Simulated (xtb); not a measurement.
trichloro(chlorosilyl)silane (Cl4H2Si2), SMILES Cl[SiH2][Si](Cl)(Cl)Cl. All values are semi-empirical tight-binding results from xtb (GFN2-xTB unless named), good for trends rather than for accurate numbers. Geometry: GFN2-xTB. Other conformers were not sampled.

Optimised geometry:

Bonded distances (Å): Si1–Cl2 2.003, Si1–Si3 2.330, Si1–H7 1.463, Si1–H8 1.463, Si3–Cl4 2.029, Si3–Cl5 2.029, Si3–Cl6 2.031. Bond angles (°): Cl2–Si1–Si3 111.2, Cl2–Si1–H7 108.1, Cl2–Si1–H8 108.1, Si3–Si1–H7 110.5, Si3–Si1–H8 110.5, H7–Si1–H8 108.3, Si1–Si3–Cl4 113.4, Si1–Si3–Cl5 113.3, Si1–Si3–Cl6 109.1, Cl4–Si3–Cl5 106.9, Cl4–Si3–Cl6 106.9, Cl5–Si3–Cl6 106.9.

Computed properties:
```
Quantity                                        Value
--------------------------------------  -------------
point group as xtb finds it                        Cs
orbital gap                                   4.56 eV
dipole moment                                  1.47 D
zero-point energy                       14.3 kcal/mol
G − E(el) at 298.15 K (modified RRHO)   -9.3 kcal/mol
static polarisability (D4 model)          109.7 bohr³
solvation energy, GFN2-xTB/ALPB(water)  -2.3 kcal/mol
solvation energy, GFN2-xTB/ALPB(ether)  -6.8 kcal/mol
```

Computed atomic charges and the Wiberg bond orders between heavy atoms:
charges (e) Si1 0.43, Cl2 -0.20, Si3 0.49, Cl4 -0.20, Cl5 -0.20, Cl6 -0.22, H7 -0.05, H8 -0.05. Bond orders Si1–Cl2 1.21, Si1–Si3 0.73, Si3–Cl4 1.13, Si3–Cl5 1.13, Si3–Cl6 1.10.
